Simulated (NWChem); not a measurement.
Species: ZnF$_{2}$; SMILES [F][Zn][F]

```xyz
3

Zn     0.0000     0.0000    -0.2602
F      1.7317     0.0000    -0.2601
F     -1.7317     0.0000    -0.2601
```
Atoms are numbered in this order, from 1.

Computed with NWChem. Pople sets run with spherical d functions. Coordinates come from a PBE0-D3(BJ)/def2-TZVP optimisation. GIAO values for the isolated, static molecule; σ is the absolute isotropic shielding.

Taking B3LYP/pcSseg-2 as the yardstick, which of these has the fewest basis functions while keeping “σ F2 (ppm)” within 5 ppm of it: B3LYP/def2-TZVP; B3LYP/def2-SVP; B3LYP/6-31G*?

none of them.
| level | basis functions | σ F2 (ppm) | relative time (rough) |
|---|---|---|---|
| B3LYP/def2-SVP | 59 | 425.6 | 1 |
| B3LYP/6-31G* | 62 | 417.3 | 1 |
| B3LYP/def2-TZVP | 110 | 429.2 | 4 |
| B3LYP/pcSseg-2 | 145 | 442.2 | 7 |

The yardstick is one finite set, not the basis-set limit.
